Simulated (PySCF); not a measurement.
Si(F)2(Me)(NCO) (C2H3F2NOSi), SMILES C[Si](F)(F)N=C=O.

The structure is a stationary point at B3LYP-D3(BJ)/def2-SVP. The values are those of a single conformer.

Two levels are set side by side: TDA-PBE/def2-SVPD (PySCF) and TDA-M06-2X/def2-SVPD (PySCF). Vertical, same geometry. The lowest singlet is HOMO→LUMO 89 % with PBE and HOMO→LUMO+1 54 %, HOMO−1→LUMO+3 15 %, HOMO−1→LUMO+2 9 % with the other functional; states are paired by order. Differences are taken from unrounded values.

```
quantity                               TDA-M06-2X  TDA-PBE  TDA-PBE minus TDA-M06-2X
-------------------------------------  ----------  -------  ------------------------
lowest singlet excitation (eV)               7.13     7.08                     -0.05
lowest triplet excitation (TDA) (eV)         6.68     6.47                     -0.20
first bright state (f over 0.05) (eV)        9.43     8.53                     -0.89
its oscillator strength                      0.11     0.09                     -0.02
```

Rough cost on one machine, each run with all the roots and properties that it gave: TDA-M06-2X against TDA-PBE about 10 times.
